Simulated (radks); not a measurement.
Values are calculated unless marked as measured or tabulated.
Fractional charge and spin in the 4p shell of strontium: the spin-up occupation runs from 2 to 3 and the spin-down occupation from 2 to 3; the fullest corner is Sr, [Ar] 3d10 4s2 5s2 4p(up 3, down 3). Level of theory: scalar-relativistic Kohn-Sham, LDA (Slater exchange, Perdew-Wang correlation), spin-polarised, spherical densities, point nucleus (a radial shooting solver on a logarithmic mesh with Libxc functionals). Energy (eV) above the fullest corner. The planes named below are the two flat planes that join the four corners, with an edge along up + down = one added electron.

\begin{tabular}{lrrrrr}
down \ up & 2 & 2.25 & 2.5 & 2.75 & 3 \\ \hline
2 & 68.810 & 57.492 & 46.955 & 37.183 & 28.160 \\
2.25 & 57.492 & 47.014 & 37.298 & 28.329 & 20.089 \\
2.5 & 46.955 & 37.298 & 28.385 & 20.199 & 12.720 \\
2.75 & 37.183 & 28.329 & 20.199 & 12.774 & 6.032 \\
3 & 28.160 & 20.089 & 12.720 & 6.032 & 0.000 \\
\end{tabular}

Corners above the fullest one (they belong to Sr+ and the next ion): (up 3, down 2) 28.160 eV, (up 2, down 3) 28.160 eV, (up 2, down 2) 68.810 eV. With half an added electron in each spin the energy lies 0.225 eV from the planes, and with half an added electron in spin up alone -1.530 eV. The planes are only a guide here: the flat-plane condition holds for ground states with one frontier orbital, while this shell lies below other occupied shells, so the corners above the fullest one are inner-hole states and not the ground states of those ions.
